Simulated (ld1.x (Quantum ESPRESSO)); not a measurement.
**What one change does to a pseudopotential (Co (Z = 27), RRKJ)**

```json
{
  "Element": "cobalt (Co)",
  "Generator": "ld1.x (Quantum ESPRESSO) 7.5",
  "Type": "norm-conserving RRKJ (Kleinman–Bylander form)",
  "Functional": "LDA (PZ)",
  "Relativity": "scalar-relativistic",
  "Frozen core": "[Ne] 3s2",
  "Valence charge": "15",
  "Reference configuration": "3p6 3d7 4s2 4p0",
  "Partial waves": "3p (bound): rc 1.25 bohr; 3d (bound): rc 1.30 bohr; 4s (bound): rc 1.60 bohr",
  "Local potential": "the s channel",
  "Core correction": "a·sin(br)/r model core, default radius (core density twice the valence density)",
  "rho0": "0.01"
}
```

Change: wave 3d (bound): rc 1.30 bohr becomes 3d (bound): rc 1.06 bohr.

Cutoffs: the cutoffs (Ry, on a coarse ladder) from which the occupation-weighted sum of valence levels, in a spherical-Bessel basis at the reference potential, stays within 10 and 1 mRy of its value at 400 Ry; they do not see the model core or the augmentation charge, which bear on the density cutoff. Errors are all-electron minus pseudo energies relative to the spin-unpolarised reference configuration.

Task: Predict the effect on cutoff, ghosts and configuration errors.

Result: The potential gets harder (110 Ry and 160 Ry → 160 Ry and 230 Ry); of the 9 tests that both files solve, the error grows in 3 and shrinks in 3 by more than 15 % and 0.3 meV (median size 102.6 → 86.7 meV); neither file shows a bound ghost at the reference potential, the only one tested. A smaller radius makes the pseudo-wave follow the all-electron one further in, where it bends more sharply, so more plane waves are needed.

```csv
quantity,base,changed
"cutoff, loose",110 Ry,160 Ry
"cutoff, tight",160 Ry,230 Ry
loose cutoff by channel (10 mRy a level),"p 60 Ry, d 90 Ry, s 21 Ry","p 60 Ry, d 140 Ry, s 21 Ry"
bound ghosts,none,none
"error for 3p6 3d7 4s1 4p0, meV [ΔE 9.30 eV]",-2.3,-3.3
"error for 3p6 3d7 4s0 4p0, meV [ΔE 26.38 eV]",-21,-27
"error for 3p6 3d6 4s0 4p0, meV [ΔE 62.57 eV]",-263,-284
"error for 3p6 3d7.5 4s1.5 4p0, meV [ΔE -0.98 eV]",-40,-46
"error for 3p6 3d7 4s0 4p2, meV [ΔE 9.14 eV]",-1541,-1543
"error for 3p6 3d8 4s0 4p0, meV [ΔE 6.71 eV]",-216,-256
"error for 3p5 3d7 4s2 4p0, meV [ΔE 73.42 eV]",-430,-333
"error for 3p6 3d7 4s2 4p0 (spin-polarised), meV [ΔE -1.98 eV]",+103,+87
"error for 3p6 3d7 4s1 4p0 (spin-polarised), meV [ΔE 6.72 eV]",+96,+78
s: phases at 1.75 bohr within 0.05 rad from the reference energy up to (Ry; the scan ends near 5),0.5,0.5
p: phases at 1.75 bohr within 0.05 rad from the reference energy up to (Ry; the scan ends near 5),-2.2,-2.2
d: phases at 1.75 bohr within 0.05 rad from the reference energy up to (Ry; the scan ends near 5),0.6,0.6
```

Base: These tests converged, but a pseudo level misses the all-electron one widely, so the file describes the atom poorly there or has found another state: 3p6 3d6 4s0 4p0: empty 4p by 2.9 eV (a node warning on the way). Changed file: These tests converged, but a pseudo level misses the all-electron one widely, so the file describes the atom poorly there or has found another state: 3p6 3d6 4s0 4p0: empty 4p by 2.9 eV.
